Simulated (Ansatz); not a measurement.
H3In (SMILES [InH3]) moved off its minimum; all values from Ansatz (a first-principles code), cores frozen in correlated methods. Elements past Kr take the def2 small-core potentials, without spin–orbit coupling.
(charge 0, multiplicity 1)
```xyz
4

In    -0.0382     0.0289     0.0616
H      0.6784    -0.6304     1.4693
H     -0.3570     1.8417    -0.3217
H     -0.2902    -1.1154    -1.2577
```

Task: Give the forces (eV/Å), the total energy and the dipole at CCSD(T)/def2-TZVPPD.

Result: 
```
atom      Fx      Fy      Fz
----  ------  ------  ------
In1   -0.152   1.040  -0.926
H2     0.110   0.001   0.519
H3     0.155  -1.118   0.384
H4    -0.113   0.077   0.022
```
Energy -191.0209 hartree, dipole 0.51 D.
